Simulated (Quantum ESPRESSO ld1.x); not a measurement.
All-electron atom: Au LXV in [Ne] 3s2 3p3. Calculated with ld1.x of Quantum ESPRESSO 7.5: Dirac Kohn-Sham, PBE, spin-unpolarised, spherical densities, point nucleus; open shells fill j = l - 1/2 first.

Unscreened Slater integrals over Kohn-Sham orbitals (hartree). Large and small components are both included.

\begin{tabular}{lr}
integral & value \\ \hline
F0(3p3/2,3p3/2) & 5.2442 \\
F2(3p3/2,3p3/2) & 2.6004 \\
F0(3p3/2,3p1/2) & 5.4367 \\
G2(3p3/2,3p1/2) & 2.5975 \\
F0(3p3/2,3s1/2) & 5.2604 \\
G1(3p3/2,3s1/2) & 3.3862 \\
F0(3p3/2,2p3/2) & 6.9324 \\
F2(3p3/2,2p3/2) & 1.8452 \\
G0(3p3/2,2p3/2) & 0.74303 \\
G2(3p3/2,2p3/2) & 0.81786 \\
F0(3p3/2,2p1/2) & 7.1197 \\
G2(3p3/2,2p1/2) & 0.79392 \\
F0(3p1/2,3p1/2) & 5.6639 \\
F0(3p1/2,3s1/2) & 5.4545 \\
G1(3p1/2,3s1/2) & 3.3565 \\
F0(3p1/2,2p3/2) & 7.3846 \\
G2(3p1/2,2p3/2) & 0.81512 \\
F0(3p1/2,2p1/2) & 7.6105 \\
G0(3p1/2,2p1/2) & 0.88544 \\
F0(3s1/2,3s1/2) & 5.2898 \\
F0(3s1/2,2p3/2) & 6.8960 \\
G1(3s1/2,2p3/2) & 0.71532 \\
F0(3s1/2,2p1/2) & 7.0677 \\
G1(3s1/2,2p1/2) & 0.73366 \\
F0(2p3/2,2p3/2) & 13.883 \\
F2(2p3/2,2p3/2) & 6.6111 \\
F0(2p3/2,2p1/2) & 14.788 \\
G2(2p3/2,2p1/2) & 6.4046 \\
F0(2p1/2,2p1/2) & 15.963 \\
\end{tabular}
